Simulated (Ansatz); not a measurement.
ZrSe2⁺, relaxed as a doublet with UKS PBE-D4/def2-TZVP in Ansatz, starting from the PBE-D4/def2-TZVP geometry of the neutral singlet. Force threshold 0.02 eV/Å.

In the def2 sets Zr takes a core potential; there is no spin–orbit coupling. The relaxation made no stability test and no search for a lower SCF solution. No other spin state of charge 1 was run. The structure comes from a short search, and lower isomers may exist.

Start:

```tsv
atom	x (Å)	y (Å)	z (Å)
Zr1	0.833	-0.119	-0.366
Se2	0.216	-0.636	1.851
Se3	-1.050	0.755	-1.485
```

(1) Estimate the energy that the relaxation releases and the steps that it takes.

(2) Does the start keep its bonding and symmetry?

(3) Predict the relaxed structure.

## Answers

(1) 19.7 kJ/mol, in 5 steps; 8.5 s on 4 threads of Intel Xeon Platinum 8259CL on a shared host. No frequencies were taken in this run, so the end may be a saddle point.

(2) By distances, no bond broke or formed. The bond that changes most is Zr1–Se2, from 2.36 to 2.36 Å (atoms count from 1). Point group C2v at the start, C2v at the end, both within 0.05 Å.

(3) 
```xyz
3

Zr    1.014   -0.144   -0.445
Se    0.043   -0.533    1.673
Se   -1.058    0.678   -1.228
```
Bond lengths: 2 × Se–Zr 2.36 Å.
